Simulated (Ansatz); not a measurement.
Input for Ansatz (a quantum-chemistry and plane-wave program): R-PBE/def2-TZVPP on BGeH5O (SMILES O[BH][GeH3]), a point of a torsion scan.

Ansatz 0.2 input:
```yaml
crystal:
  periodic: [false, false, false]
  atoms:
    - {symbol: O, position_ang: [1.60108286, 0.75637234, -0.17627360]}
    - {symbol: B, position_ang: [0.87560925, -0.31118202, 0.12470654]}
    - {symbol: Ge, position_ang: [-1.12208306, -0.05525654, -0.06079964]}
    - {symbol: H, position_ang: [2.55776320, 0.71624474, -0.11354225]}
    - {symbol: H, position_ang: [1.37487191, -1.32390378, 0.47230939]}
    - {symbol: H, position_ang: [-1.55693669, 1.30023215, -0.51371719]}
    - {symbol: H, position_ang: [-1.92525357, -0.27791728, 1.18505439]}
    - {symbol: H, position_ang: [-1.81024510, -0.97796631, -1.02099347]}
basis:
  gaussian:
    orbitals: def2-TZVPP
hamiltonian:
  xc: {name: PBE}
scf: {lower_state_search: off}
```

The log:

```
WARN ansatz: RAYON_NUM_THREADS=1 ignored (pool sized by the plan → 1); use --threads N
Functional definition: PBE
these checks for a lower state are left out or cut short: stability, starts, cluster_reference, orbital_swaps, neighbouring_geometries, increment
integrals: 0.08 GiB planned
973 factors; their error is unknown
mean field: 0.61 GiB planned
mean field evaluation 1: about -59306.5575 eV, gradient 6.0e1 eV
mean field evaluation 2: about -59285.1594 eV, gradient 1.2e2 eV
mean field evaluation 4: about -59312.4639 eV, gradient 6.2e0 eV
mean field evaluation 8: about -59312.5095 eV, gradient 2.7e-1 eV
mean field evaluation 16: about -59312.5096 eV, gradient 1.7e-5 eV
mean field -59312.50960104 eV, -2179.6945243752 hartree, gradient 1.7e-6 eV, S^2 0.000000; 0 other end points of the search recorded, 0 dependent functions left out
reference -59312.50964158 eV, -2179.6945258650 hartree; 25, 25 occupied and 155, 155 virtual orbitals, 973 factors
Total energy: -59312.50964158 eV, -2179.6945258650 hartree
Checks for a lower state left out: stability, starts, cluster_reference, orbital_swaps, neighbouring_geometries, increment
```

The calculation finished and met its thresholds.

Cost: around 1.7 core-seconds (rough).
